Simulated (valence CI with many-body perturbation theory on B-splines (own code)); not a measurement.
**Energy levels of Pr⁹⁺**

Computed by relativistic CI+MBPT: four valence electrons over a frozen Dirac-Fock core [Kr] 4d10, a basis of 7 s, 7 p, 7 d, 7 f, 4 g, 2 h functions for each j, with the one-electron correlation potential Σ1, the two-electron term Σ2, the three-electron term Σ3, Breit, model QED; selected CI, second order for the rest, scaled by the run's own slope (own B-spline code, finite nucleus).

No measured levels were compared; by estimate terms of the open shell hold to a few per cent of their energy, and close levels can change places; configurations with another count of f electrons can be misplaced by thousands of cm⁻¹. Among the levels kept, up to 430 cm⁻¹ of a level comes from second order outside the variational space, and about a tenth of that is noise between levels of different J, which matters for small intervals.

Levels 46 to 90 of 219, with energies above the lowest level, 5s²5p² ³P_0. "Leading %" is the weight of the configuration and term that name the level; weights of strongly mixed levels are sums over their largest components and can fall short. In the jj column 3d3/2^4 stands for four electrons in 3d with j = 3/2. Lifetimes count E1, E2, E3, M1 and M2 decay at the calculated energies, and are blank where another channel may lead or the interval is too uncertain; long ones can be off by a factor of two.

| No. | Configuration | Term | J | E (cm⁻¹) | Leading % | Leading jj | Lifetime | g |
| --- | --- | --- | --- | --- | --- | --- | --- | --- |
| 46 | 4f5s5p² | ³G° | 5 | 200190 | 41 | 4f7/2 5s 5p1/2 5p3/2 (47 %) | 2.10 ns | 1.273 |
| 47 | 4f5s5p² | ⁵D° | 1 | 200380 | 56 | 4f5/2 5s 5p1/2 5p3/2 (68 %) | 4.83 ns | 1.026 |
| 48 | 4f5s5p² | ⁵G° | 6 | 200420 | 81 | 4f7/2 5s 5p1/2 5p3/2 (72 %) | 5.27 ns | 1.302 |
| 49 | 4f5s5p² | ⁵F° | 2 | 200730 | 38 | 4f5/2 5s 5p1/2 5p3/2 (70 %) | 2.23 ns | 1.136 |
| 50 | 4f5s5p² | ⁵F° | 3 | 201680 | 49 | 4f5/2 5s 5p1/2 5p3/2 (65 %) | 1.99 ns | 1.202 |
| 51 | 4f5s5p² | ⁵F° | 4 | 204050 | 41 | 4f7/2 5s 5p1/2 5p3/2 (48 %) | 2.84 ns | 1.213 |
| 52 | 4f²5s5p | ⁵I° | 4 | 205360 | 62 | 4f5/2^2 5s 5p1/2 (76 %) | 9.29 ns | 0.728 |
| 53 | 4f²5s5p | ⁵I° | 5 | 208390 | 50 | 4f5/2 4f7/2 5s 5p1/2 (71 %) | 19.9 ns | 1.004 |
| 54 | 4f²5s5p | ⁵H° | 3 | 210170 | 31 | 4f5/2^2 5s 5p1/2 (32 %) | 692 ps | 0.793 |
| 55 | 5s5p³ | ³D° | 2 | 210410 | 32 | 5s 5p1/2 5p3/2^2 (38 %) | 540 ps | 1.161 |
| 56 | 4f5s5p² | ³F° | 4 | 210780 | 33 | 4f7/2 5s 5p1/2 5p3/2 (40 %) | 913 ps | 1.114 |
| 57 | 4f5s5p² | ³G° | 5 | 211230 | 45 | 4f7/2 5s 5p1/2 5p3/2 (41 %) | 2.06 ns | 1.158 |
| 58 | 4f²5s5p | ⁵G° | 2 | 211570 | 71 | 4f5/2^2 5s 5p1/2 (58 %) | 8.29 ns | 0.469 |
| 59 | 4f²5s5p | ⁵H° | 6 | 211680 | 47 | 4f7/2^2 5s 5p1/2 (49 %) | 17.7 ns | 1.173 |
| 60 | 4f²5s5p | ⁵G° | 3 | 214010 | 48 | 4f5/2 4f7/2 5s 5p1/2 (80 %) | 6.49 ns | 0.993 |
| 61 | 4f²5s5p | ⁵H° | 4 | 214140 | 39 | 4f5/2 4f7/2 5s 5p1/2 (49 %) | 3.03 ns | 0.975 |
| 62 | 4f5s5p² | ³D° | 1 | 214200 | 52 | 4f7/2 5s 5p1/2 5p3/2 (38 %) | 792 ps | 0.679 |
| 63 | 4f²5s5p | ⁵H° | 3 | 214420 | 25 | 4f7/2 5s 5p1/2 5p3/2 (35 %) | 2.04 ns | 0.874 |
| 64 | 4f5s5p² | ³F° | 2 | 215490 | 66 | 4f7/2 5s 5p1/2 5p3/2 (63 %) | 1.19 ns | 0.765 |
| 65 | 4f²5s5p | ⁵G° | 4 | 216040 | 34 | 4f5/2 4f7/2 5s 5p1/2 (70 %) | 14.5 ns | 1.222 |
| 66 | 4f²5s5p | ⁵G° | 5 | 216350 | 22 | 4f5/2 4f7/2 5s 5p1/2 (34 %) | 3.43 ns | 1.122 |
| 67 | 5s5p³ | ³D° | 3 | 216770 | 46 | 5s 5p1/2 5p3/2^2 (46 %) | 461 ps | 1.240 |
| 68 | 4f²5s5p | ⁵H° | 7 | 217860 | 54 | 4f7/2^2 5s 5p1/2 (63 %) | 5.84 ns | 1.232 |
| 69 | 4f²5s5p | ⁵G° | 6 | 217970 | 38 | 4f5/2 4f7/2 5s 5p1/2 (49 %) | 3.50 ns | 1.203 |
| 70 | 4f²5s5p | ⁵F° | 2 | 220100 | 22 | 4f5/2^2 5s 5p1/2 (33 %) | 1.24 ns | 1.064 |
| 71 | 4f²5s5p | ⁵F° | 1 | 220380 | 50 | 4f5/2^2 5s 5p1/2 (47 %) | 1.47 ns | 0.358 |
| 72 | 4f²5s5p | ⁵D° | 4 | 220400 | 22 | 4f7/2 5s 5p1/2 5p3/2 (26 %) | 398 ps | 1.165 |
| 73 | 4f5s5p² | ³G° | 3 | 220640 | 20 | 4f5/2 5s 5p1/2 5p3/2 (38 %) | 396 ps | 1.003 |
| 74 | 4f²5s5p | ⁵G° | 5 | 221020 | 32 | 4f5/2 4f7/2 5s 5p1/2 (45 %) | 3.82 ns | 1.210 |
| 75 | 4f²5s5p | ⁵D° | 3 | 221660 | 23 | 4f5/2 4f7/2 5s 5p1/2 (37 %) | 603 ps | 1.184 |
| 76 | 4f²5s5p | ³H° | 4 | 221680 | 23 | 4f7/2^2 5s 5p1/2 (37 %) | 3.49 ns | 1.023 |
| 77 | 4f²5s5p | ⁵D° | 4 | 223020 | 25 | 4f5/2 4f7/2 5s 5p1/2 (30 %) | 638 ps | 1.170 |
| 78 | 4f5s5p² | ³F° | 2 | 223550 | 30 | 4f5/2 5s 5p1/2 5p3/2 (43 %) | 336 ps | 0.884 |
| 79 | 4f5s5p² | ³F° | 3 | 225100 | 21 | 4f5/2 4f7/2 5s 5p1/2 (25 %) | 625 ps | 1.060 |
| 80 | 4f²5s5p | ³I° | 5 | 225340 | 40 | 4f5/2 4f7/2 5s 5p1/2 (60 %) | 2.22 ns | 0.994 |
| 81 | 4f5s5p² | ³H° | 4 | 225790 | 24 | 4f5/2 4f7/2 5s 5p1/2 (26 %) | 543 ps | 0.979 |
| 82 | 4f²5s5p | ³H° | 5 | 227380 | 24 | 4f7/2^2 5s 5p1/2 (34 %) | 3.12 ns | 1.116 |
| 83 | 4f²5s5p | ³F° | 2 | 228110 | 24 | 4f5/2 4f7/2 5s 5p1/2 (38 %) | 2.29 ns | 0.918 |
| 84 | 4f²5s5p | ³H° | 4 | 228560 | 16 | 4f5/2 4f7/2 5s 5p1/2 (28 %) | 743 ps | 0.978 |
| 85 | 4f²5s5p | ³G° | 3 | 228890 | 40 | 4f7/2 5s 5p1/2 5p3/2 (22 %) | 554 ps | 0.919 |
| 86 | 4f²5s5p | ⁵D° | 0 | 229990 | 57 | 4f5/2^2 5s 5p1/2 (38 %) | 731 ps |  |
| 87 | 4f5s5p² | ³H° | 5 | 230110 | 31 | 4f7/2 5s 5p1/2 5p3/2 (54 %) | 283 ps | 1.119 |
| 88 | 4f²5s5p | ³H° | 4 | 230200 | 23 | 4f5/2 4f7/2 5s 5p1/2 (42 %) | 888 ps | 0.994 |
| 89 | 4f²5s5p | ⁵D° | 2 | 230680 | 28 | 4f5/2 4f7/2 5s 5p1/2 (63 %) | 8.07 ns | 1.211 |
| 90 | 4f²5s5p | ³I° | 6 | 230690 | 33 | 4f7/2^2 5s 5p1/2 (47 %) | 3.32 ns | 1.103 |

Names give the largest LS component (configuration and term), which can be under half, so a name can repeat, a term be missing and a line seem to break the LS rules; names also repeat where a configuration has a term twice.

Where two levels of one J and parity lie close, their mixing, g and order are uncertain.
